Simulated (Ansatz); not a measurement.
A geometry relaxed with PBE-D3(BJ)/def2-SVP run with Ansatz (a first-principles code), charge 0, multiplicity 1:

```xyz
18

C      1.4344     1.1562     0.3925
C     -0.2455    -0.4827    -0.1071
H      3.7668    -0.8878     0.4799
H      2.5141    -2.2351    -1.1525
H      2.1327    -2.5687     1.2240
C     -2.5163    -1.3744    -0.5967
H      2.4806     1.4308     0.5989
S     -0.9109    -2.0807    -0.4382
H     -3.4971     0.5611    -0.4825
C     -0.8883     1.8609     0.1186
H      0.7429     3.2102     0.5698
C      1.1128    -0.1950     0.1512
C      0.4498     2.1673     0.3764
H     -1.6535     2.6519     0.1069
C     -2.5688    -0.0198    -0.4150
C     -1.2639     0.5211    -0.1297
F     -3.5332    -2.1836    -0.8735
Si     2.4434    -1.5318     0.1771
```

**Question.** Write the SMILES of this molecule.

**Answer.** `Fc1cc2cccc([SiH3])c2s1`
